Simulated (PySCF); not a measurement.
Bond curve of HgH

Set-up: PySCF, scalar-relativistic core potentials, basis sets Hg def2-SVP with ECP60, H def2-SVP. Energies in eV from Hg + H in their ground configurations at the same level. State: ²Σ⁺ (doublet), unpaired electrons σ ↑.

All columns are PBE0. A positive dipole means Hg(−)H(+).

```
R (Å)  E (eV)  μ (D)  Mulliken charge on Hg (basis-dependent)  HOMO (eV)  LUMO (eV)  Mayer bond order  ⟨S²⟩
1.558  -0.056   0.01                                     0.13      -5.30      -2.19              0.85  0.76
1.631  -0.210  -0.12                                     0.11      -5.44      -2.31              0.80  0.76
1.703  -0.290  -0.24                                     0.10      -5.57      -2.41              0.75  0.76
1.758  -0.316  -0.32                                     0.09      -5.68      -2.47              0.72  0.76
1.812  -0.321  -0.39                                     0.08      -5.78      -2.53              0.68  0.76
1.866  -0.312  -0.45                                     0.07      -5.88      -2.58              0.64  0.76
1.939  -0.285  -0.50                                     0.06      -6.02      -2.62              0.58  0.76
2.029  -0.240  -0.54                                     0.05      -6.20      -2.66              0.51  0.76
2.138  -0.182  -0.54                                     0.03      -6.40      -2.66              0.42  0.76
2.283  -0.115  -0.46                                     0.02      -6.64      -2.60              0.32  0.76
```

A fit through these points gives, at Re = 1.802 Å, μ = -0.38 D and dμ/dR = -1.23 D/Å; the reduced mass is 1.003 u.

How strong is the fundamental in the double-harmonic approximation, I = 42.26·(dμ/dR)²/μred km/mol?

I = 42.26·(-1.23)²/1.003 = 63.7 km/mol at PBE0.

The bond is weak. Basis-set superposition, not corrected here, can be much of De in a small basis, most of all at correlated wavefunction levels. Functionals without a dispersion term scatter widely for such bonds, and LDA overbinds them. Spin–orbit coupling is left out. The state is the lowest determinant that a PBE0 search found; another state may lie lower at other levels.
